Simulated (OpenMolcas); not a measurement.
## Mn4+: moving the ligands

Mn4+ with 6 ligands (sulfide) in trigonal prismatic coordination (D3h) at 2.31 Å, a polar angle of 46.2° against the regular 49.1°. A charge of +1.33 e stands 2.8 Å behind each ligand. Ligand basis ANO-RCC-VDZP.
```
Mn    0.0000    0.0000    0.0000
S     1.6660    0.0000    1.6002
S    -0.8330    1.4428    1.6002
S    -0.8330   -1.4428    1.6002
S     1.6660    0.0000   -1.6002
S    -0.8330    1.4428   -1.6002
S    -0.8330   -1.4428   -1.6002
```

```
Program             : OpenMolcas 26.06
Method              : CASSCF
Basis               : ANO-RCC-VTZP [6s5p3d2f1g]
Scalar Hamiltonian  : DKH2, point nucleus
Active space        : 3 electrons in 5 orbitals (3d)
State averaging     : 2S+1 = 4 even, 10 roots; 2S+1 = 2 even, 40 roots
Spin-orbit coupling : state interaction with AMFI integrals over the reference wave functions
```

Runs around this geometry, states (labels of D3, the rotations of D3h). Energies in cm-1 above the lowest state or level, χT in cm3 K/mol.

```csv
R (Å),Polar angle / regular,Ground state,First state of that spin,First gap with spin-orbit (degeneracies),χT at 300 K,First state of another spin
2.31,0.94,4A2,4A2 7879,"20.4 (2, 2)",1.804,2E 16072
2.45,0.94,4A2,4A2 6298,"24.8 (2, 2)",1.777,2E 16603
2.31,0.987,4A2,4A2 7620,"20.7 (2, 2)",1.802,2E 16047
```

Taking the first state of the same spin as R^-n, n = -ln(6298 / 7879) / ln(2.45 / 2.31) = 3.8 between the shortest and longest distance.

Without dynamic correlation the repulsion within the d shell is too large (B by tens of per cent), so at a given field states of lower spin stand too high. The sulfide ions are held by bare point charges, a crude embedding. Ligand-to-metal charge-transfer states are missing. This ion would oxidise such ligands; the complex is a model and need not exist. With no ligand orbital active B as a rule stays too high, so bands that hang on it stand too high and its fall with covalency is understated. With metal d orbitals alone and no dynamic correlation the field as a rule comes out too small, by tens of per cent, by up to half for chloride and softer ligands. The least metal-like active orbital is 67 % on the metal (Löwdin) and no ligand orbital is active, so the numbers are rough (holds for R = 2.31, ratio = 0.94; R = 2.45, ratio = 0.94). The least metal-like active orbital is 68 % on the metal (Löwdin) and no ligand orbital is active, so the numbers are rough (holds for R = 2.31, ratio = 0.987). No measured value stands beside these numbers; the geometry was imposed, not optimised, and the real ion may take another.
